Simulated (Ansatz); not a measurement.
Stretching the B1–F3 bond in BClFH (SMILES FBCl) (multiplicity 1 held, fragments rigid). Energies count from the point at 1.315 Å.
Geometry at that point (charge 0, multiplicity 1):
```xyz
4

B     -0.079    -0.655     0.431
H     -0.800    -1.579     0.611
F      1.033    -0.535     1.123
Cl    -0.476     0.568    -0.757
```

Signs of static correlation in cc-pV(T+d)Z, from Ansatz (a first-principles code) runs.

```
R (Å)  T1 of restricted CCSD  ⟨S²⟩ of UHF  largest double amplitude of restricted CCSD
-----  ---------------------  -----------  -------------------------------------------
1.052                  0.010        0.000                                        0.027
1.184                  0.011        0.000                                        0.026
1.315                  0.012        0.000                                        0.026
1.447                  0.014        0.000                                        0.029
1.578                  0.015        0.000                                        0.030
1.775                  0.017        0.000                                        0.037
1.973                  0.020        0.000                                        0.050
2.301                  0.029        0.662                                        0.126
2.630                  0.046        0.899                                        0.193
3.025                  0.078        0.977                                          ___
3.551                  0.139        1.002                                          ___
4.208                  0.204        1.008                                        1.162
```

**Question.** What belongs in the gaps?

**Answer.** 
- 3.025, largest double amplitude of restricted CCSD: 0.317
- 3.551, largest double amplitude of restricted CCSD: 0.638

Doubts at one or more of the structures used: a restricted determinant that unrestricted orbitals would lower (R-CCSD(T)/cc-pV(T+d)Z); T1 above 0.05 (R-CCSD(T)/cc-pV(T+d)Z, U-CCSD(T)/cc-pV(T+d)Z); other coupled-cluster roots lie near (R-CCSD(T)/cc-pV(T+d)Z); a spin-contaminated determinant (U-CCSD(T)/cc-pV(T+d)Z).
